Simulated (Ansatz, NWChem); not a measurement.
## Exact exchange and the dipole moment of IF (iodine monofluoride)

IF: 2 atoms, total charge 0, spin state singlet. SMILES: `FI`. Geometry: the measured bond length.

The dipole moment y, in D, basis def2-TZVP with a core potential; a is the functional's share of exact exchange. Programs: Ansatz 0.2.0, NWChem 7.3.0.

| functional | program | a | y (D) |
| --- | --- | --- | --- |
| revPBE | NWChem | 0 | 1.74 |
| BLYP | NWChem | 0 | 1.83 |
| TPSSh | NWChem | 0.1 | 1.83 |
| B3LYP | Ansatz | 0.2 | 1.97 |
| PBE0 | NWChem | 0.25 | ? |
| BHLYP | NWChem | 0.5 | 2.17 |

Question: Fit y = c + s·a to the known rows and predict PBE0.

Answer: 
1. Means of the 5 rows: a = 0.1600, y = 1.908.
2. Σ(Δa)² = 0.172, Σ(Δa·Δy) = 0.1356, so the slope is 0.1356/0.172 = 0.78837.
3. Intercept: 1.908 − (0.78837) × 0.1600 = 1.782. The largest residual of the fit is 0.048.
4. PBE0: 1.782 + (0.78837) × 0.25 = 1.98 D.

The run gave 1.94 D, so the prediction is off by +0.04 D, within the scatter of the fit. More exact exchange makes the molecule more polar here. The rows mix families of semi-local functionals, which the line can't see.
